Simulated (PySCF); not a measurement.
A structure optimised at PBE-D3(BJ)/def2-SVP, used in a PySCF frequency run:

```
C
N 1 1.3093
C 2 1.4919 1 90.80
H 3 1.1107 2 112.57 1 118.61
H 3 1.1107 4 108.32 2 -125.14
C 1 1.5192 2 98.52 3 0.00
H 6 1.1102 1 116.04 2 -115.35
H 6 1.1102 7 108.58 1 132.82
Si 1 1.8958 2 126.32 3 180.00
H 9 1.5000 1 109.69 2 0.00
H 9 1.5059 10 110.20 1 -120.57
H 9 1.5059 10 110.20 11 -118.87
```
Charge 0, spin multiplicity 1.

**Question.** Write its SMILES, formula and point group.

**Answer.** [SiH3]C1=NCC1, C₃H₇NSi, Cs

**Question.** What are its rotational constants (standard atomic weights)?

**Answer.** 11.156, 2.3999, 2.0766 GHz
